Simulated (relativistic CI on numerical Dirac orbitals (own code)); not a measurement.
# d1 to d9 in one tetrahedral field

Computed with a parametric ligand-field model without spin-orbit coupling, by exact diagonalisation: B = 860, C = 3410, 10Dq = -4600 cm⁻¹ (Td; |10Dq|/B = 5.3) for every shell. Energies in cm⁻¹; the field energy is (0.6 n_e − 0.4 n_t2) × 10Dq of the ground term; g labels are left out.

```csv
Shell,Ground term,Electrons in e,Field energy,First spin-allowed bands,Lowest term of other spin
d1,2E,1.000,-2760,2T2 4600,
d2,3A2,2.000,-5520,"3T2 4600, 3T1 7956",1E 12884
d3,4T1,1.884,-3144,"4T2 3893, 4A2 8493",2E 11565
d4,5T2,2.000,-1840,5E 4600,3T1 14229
d5,6A1,2.000,0,none,4T1 22985
d6,5E,3.000,-2760,5T2 4600,3T1 14718
d7,4A2,4.000,-5520,"4T2 4600, 4T1 7956",2E 15553
d8,3T1,3.884,-3144,"3T2 3893, 3A2 8493",1T2 12206
d9,2T2,4.000,-1840,2E 4600,
```

Every shell keeps the spin of the free ion. Tetrahedral fields of 3d complexes are almost always too weak to pair spins. High-spin d^(n+5) repeats the spin-allowed bands of d^n, since the half-filled shell is spherical.
